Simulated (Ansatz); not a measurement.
Cartesian coordinates in Å:
```
S 2.621 -1.050 -0.942
Ga 0.900 0.271 -1.733
C -1.390 0.506 0.611
O -0.327 -0.047 0.519
H 1.991 -1.220 0.233
H -1.802 1.107 -0.220
H -1.993 0.432 1.532
```

The species carries charge 0 and has multiplicity 1. The bonds changed during the relaxation, so this is another structure than the one it started from.

**Question.** List the ωB97M-V/def2-TZVPP orbital energies in eV (Ansatz). (An estimate is asked.)

**Answer.** Computed: Occupied: -10153.04, -2425.54, -1256.50, -1110.63, -1110.63, -1110.57, -527.76, -285.14, -219.53, -162.63, -162.53, -162.49, -153.80, -106.19, -106.17, -105.99, -33.68, -25.27, -25.26, -25.19, -25.13, -25.12, -21.68, -21.38, -17.70, -16.69, -15.02, -13.13, -12.02, -11.05, -8.88, -8.00. Lowest empty: 0.11, 0.72, 1.10, 2.48, 3.23, 3.59, 4.43, 5.49.
